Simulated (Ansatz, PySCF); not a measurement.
Gas-phase reaction 2 R1 → P1 + P2, each structure at its B3LYP-D3(BJ)/def2-TZVP stationary point, reached from a drawn start (curvature not checked).
P1, BCl3 (SMILES ClB(Cl)Cl) (charge 0, multiplicity 1):
```xyz
4

B      0.000     0.000     0.000
Cl     1.745     0.000     0.000
Cl    -0.873     1.511     0.000
Cl    -0.873    -1.511     0.000
```
R1: BCl2 (SMILES Cl[B]Cl), charge 0, multiplicity 2.
P2: BCl (SMILES [B]Cl), charge 0, multiplicity 1.

P less R. No zero-point or thermal terms; singlets are restricted closed shells; open shells are unrestricted.

Frozen-core correlation throughout.

Programs: Ansatz (an electronic-structure program) with Gaussian orbitals; PySCF for the D3/D4 terms. All values are computed, each at the level named.

Question: One of these levels gives -32.61 kcal/mol for the reaction energy. Which one is it?
A. revPBE/def2-TZVPP
B. CCSD/cc-pV(D+d)Z
C. r2SCAN-D3(BJ)/def2-TZVPP
D. BLYP-D4/def2-TZVPP

Answer: D, BLYP-D4/def2-TZVPP. The others give -28.71 (revPBE/def2-TZVPP), -24.53 (r2SCAN-D3(BJ)/def2-TZVPP), -40.24 (CCSD/cc-pV(D+d)Z)
